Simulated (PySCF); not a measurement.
UHF on Ge (germanium, neutral)

Configuration: [Ar] 3d10 4s2 4p1 4d1, one real determinant (an excited configuration). Computed with PySCF 2.14 in aug-cc-pVDZ-DK, with the spin-free X2C one-electron Hamiltonian (Gaussian nucleus).

```
Total energy                                                  : -2096.685584 hartree
One-electron energy                                           : -2918.8061 hartree
Hartree (Coulomb) energy                                      : 900.5954 hartree
Exchange energy                                               : -78.4748 hartree
⟨S²⟩                                                          : 2.0080
⟨L²⟩                                                          : 8.025
Sum of ⟨r⟩                                                    : 25.39 bohr
Sum of ⟨r²⟩                                                   : 51.43 bohr²
Traceless quadrupole moment −½Σ⟨3z² − r²⟩ along its main axis : 2.69 e·bohr²
Langevin diamagnetic susceptibility                           : -40.7 ×10⁻⁶ cm³/mol
```

```json
{"shell": "1s α", "electrons": "1", "mean orbital energy (eV)": "-11182.0", "spread (eV)": "0", "rms radius, mean of both spins (bohr)": "0.0542"}
{"shell": "1s β", "electrons": "1", "mean orbital energy (eV)": "-11182.0", "spread (eV)": "0", "rms radius, mean of both spins (bohr)": "0.0542"}
{"shell": "2s α", "electrons": "1", "mean orbital energy (eV)": "-1457.2", "spread (eV)": "0", "rms radius, mean of both spins (bohr)": "0.227"}
{"shell": "2s β", "electrons": "1", "mean orbital energy (eV)": "-1457.2", "spread (eV)": "0", "rms radius, mean of both spins (bohr)": "0.227"}
{"shell": "2p α", "electrons": "3", "mean orbital energy (eV)": "-1269.4", "spread (eV)": "0.039", "rms radius, mean of both spins (bohr)": "0.203"}
{"shell": "2p β", "electrons": "3", "mean orbital energy (eV)": "-1269.3", "spread (eV)": "0.107", "rms radius, mean of both spins (bohr)": "0.203"}
{"shell": "3s α", "electrons": "1", "mean orbital energy (eV)": "-204.71", "spread (eV)": "0", "rms radius, mean of both spins (bohr)": "0.667"}
{"shell": "3s β", "electrons": "1", "mean orbital energy (eV)": "-204.60", "spread (eV)": "0", "rms radius, mean of both spins (bohr)": "0.667"}
{"shell": "3p α", "electrons": "3", "mean orbital energy (eV)": "-144.97", "spread (eV)": "0.018", "rms radius, mean of both spins (bohr)": "0.700"}
{"shell": "3p β", "electrons": "3", "mean orbital energy (eV)": "-144.81", "spread (eV)": "0.400", "rms radius, mean of both spins (bohr)": "0.700"}
{"shell": "3d α", "electrons": "5", "mean orbital energy (eV)": "-46.600", "spread (eV)": "0.325", "rms radius, mean of both spins (bohr)": "0.814"}
{"shell": "3d β", "electrons": "5", "mean orbital energy (eV)": "-46.489", "spread (eV)": "0.432", "rms radius, mean of both spins (bohr)": "0.814"}
{"shell": "4s α", "electrons": "1", "mean orbital energy (eV)": "-18.483", "spread (eV)": "0", "rms radius, mean of both spins (bohr)": "2.27"}
{"shell": "4s β", "electrons": "1", "mean orbital energy (eV)": "-16.102", "spread (eV)": "0", "rms radius, mean of both spins (bohr)": "2.27"}
{"shell": "4p α", "electrons": "1", "mean orbital energy (eV)": "-9.643", "spread (eV)": "0", "rms radius, mean of both spins (bohr)": "2.90"}
{"shell": "4d α", "electrons": "1", "mean orbital energy (eV)": "-0.002", "spread (eV)": "0", "rms radius, mean of both spins (bohr)": "4.68"}
```

⟨L²⟩ = 8.02 against 12 for a pure F term, so this real determinant mixes terms. The outer electron is Rydberg-like, and this basis confines it to a smaller radius and binds it less than a complete one would.

Densities and radii are taken from the X2C orbitals without a picture-change correction, which distorts them close to the nucleus.

Spin-orbit constants ζ (cm⁻¹) from the X2C one-electron operator on these orbitals: bare nucleus, nucleus screened by l(l+1)(2l+1)/3 electrons, and screened by the Breit-Pauli mean field of the electrons.

```json
{"shell": "2p", "bare": "177300", "screened nucleus": "166300", "mean field": "161200"}
{"shell": "3p", "bare": "23550", "screened nucleus": "22080", "mean field": "21270"}
{"shell": "3d", "bare": "2587", "screened nucleus": "1778", "mean field": "1634"}
{"shell": "4p", "bare": "1068", "screened nucleus": "1001", "mean field": "955.1"}
{"shell": "4d", "bare": "17.76", "screened nucleus": "12.21", "mean field": "9.233"}
```

To first order the Landé constant is A = 162.3 cm⁻¹, so the lowest level has J = 2 and lies 0.0805 eV below the centre of the term. This holds in LS coupling only.
